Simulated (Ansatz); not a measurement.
## A ladder of methods for SiCl3 (SMILES Cl[Si](Cl)Cl)

SiCl3 has 4 atoms, charge 0, and is taken as a doublet. As SMILES, `Cl[Si](Cl)Cl`. The shape was relaxed beforehand at wB97X-V/def2-SVP.

```xyz
4

Cl   -1.5322   -0.5968    1.0322
Si    0.1190    0.3993    0.3187
Cl    1.7011   -0.9102    0.2174
Cl   -0.2878    1.1076   -1.5684
```

Quantity: the dissociation energy of the Si2–Cl1 bond into singlet SiCl2 and doublet Cl (shapes relaxed at wB97X-V/def2-SVP, no zero-point term), in eV. The values are calculated.

```
              level                    kind  program  value (eV)  less CCSD(T)/def2-TZVP  CPU time (all runs)
      UHF/def2-TZVP            Hartree–Fock   Ansatz        2.47                   -0.31                 11 s
   USVWN5/def2-TZVP                     LDA   Ansatz        3.51                   +0.73                  4 s
     UPBE/def2-TZVP                     GGA   Ansatz        3.03                   +0.25                  9 s
 U-r2SCAN/def2-TZVP                meta-GGA   Ansatz        3.26                   +0.48                 15 s
 UPBE0-D4/def2-TZVP           global hybrid   Ansatz        3.13                   +0.35                 14 s
U-wB97M-V/def2-TZVP  range-separated hybrid   Ansatz        2.86                   +0.08                 38 s
     UMP2/def2-TZVP     perturbation theory   Ansatz        3.11                   +0.33                8.8 s
 UCCSD(T)/def2-TZVP   coupled cluster or CI   Ansatz        2.78                    0.00                2 min
```

Differences are taken from UCCSD(T)/def2-TZVP for orientation; it has basis-set and higher-order errors of its own. The values span 2.47 to 3.51 eV. Hartree–Fock misses the correlation of the electron pair that is broken and comes out low. A fragment with an even electron count was run as a singlet and may have a lower triplet. Measured bond enthalpies also hold zero-point and thermal terms, a few tenths of an eV less. Times are those of the runs behind each value, whatever else they computed, on shared processors of several kinds: orders of magnitude only.
